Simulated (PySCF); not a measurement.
A structure optimised at PBE0-D3(BJ)/def2-SVP, used in a PySCF frequency run:

```
Si
F 1 1.6357
H 1 1.4947 2 106.73
C 1 1.8642 3 110.75 2 -117.43
H 4 1.1007 1 111.07 3 59.23
H 4 1.1013 5 108.15 1 -121.83
H 4 1.1016 5 107.84 6 -116.65
C 1 1.8714 3 110.63 2 117.03
H 8 1.1038 1 107.67 3 -61.16
H 8 1.1043 9 105.71 1 115.01
C 8 1.5275 9 110.56 10 119.82
H 11 1.1009 8 111.73 9 -57.08
H 11 1.1018 12 107.06 8 122.72
H 11 1.1020 12 107.11 13 114.68
```

Write its SMILES and formula.

CC[Si@H](C)F, C₃H₉FSi

What are its rotational constants (standard atomic weights)?

5.4290, 2.5853, 1.9549 GHz
